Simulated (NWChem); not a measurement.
InP2H5; SMILES [PH2][InH][PH2]

Program: NWChem. def2 effective core potentials on In; no spin-orbit coupling. Each level has its own optimisation; frequencies are unscaled. One conformer.

```json
[
 {"level": "Hartree-Fock/STO-3G (all-electron, non-relativistic)", "r H–In (Å)": "1.567", "r In–P (Å)": "2.438", "r H–P (Å)": "1.379", "highest harmonic frequency (cm⁻¹)": "3063", "lowest (cm⁻¹)": "98", "zero-point energy (kcal/mol)": "32.5"},
 {"level": "Hartree-Fock/3-21G (all-electron, non-relativistic)", "r H–In (Å)": "1.766", "r In–P (Å)": "2.574", "r H–P (Å)": "1.422", "highest harmonic frequency (cm⁻¹)": "2407", "lowest (cm⁻¹)": "77", "zero-point energy (kcal/mol)": "26.0"},
 {"level": "PBE0/def2-SVP (core potentials)", "r H–In (Å)": "1.735", "r In–P (Å)": "2.517", "r H–P (Å)": "1.429", "highest harmonic frequency (cm⁻¹)": "2420", "lowest (cm⁻¹)": "72", "zero-point energy (kcal/mol)": "25.2"}
]
```
